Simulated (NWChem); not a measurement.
# phosphorus nitride (PN); SMILES P#N

```xyz
2

N      0.0000     0.0000     1.0126
P      0.0000     0.0000    -0.4822
```
Atoms are numbered in this order, from 1.

Structure relaxed at the B3LYP/6-31G* (spherical d) level.

Problem. Give the principal values of the shielding tensors (ppm) of N1, P2 from B3LYP/6-311G** (spherical d), GIAO (NWChem), with their diamagnetic and paramagnetic parts as GIAO splits them.

Solution. 
```tsv
atom	σ11	σ22	σ33	isotropic	diamagnetic	paramagnetic
N1	-822.8	-822.8	342.0	-434.5	327.5	-762.0
P2	-587.9	-587.9	966.7	-69.7	968.4	-1038.1
```
